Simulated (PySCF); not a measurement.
A structure optimised at PBE-D3(BJ)/def2-SVP, used in a PySCF frequency run:

```xyz
8

Tc     0.0000     0.0000    -0.1091
O     -1.4050     0.8112    -0.5846
O      1.4050     0.8112    -0.5846
O      0.0000    -1.6224    -0.5846
C      0.0000     0.0000     1.9628
H      0.0000     1.0505     2.3152
H      0.9098    -0.5253     2.3152
H     -0.9098    -0.5253     2.3152
```
Charge 0, spin multiplicity 1.

Q: Write its SMILES, formula and point group.

A: [CH3][Tc](=[O])(=[O])=[O], CH₃O₃Tc, C3v

Q: What are its rotational constants (standard atomic weights)?

A: 3.8975, 3.4981, 3.4981 GHz
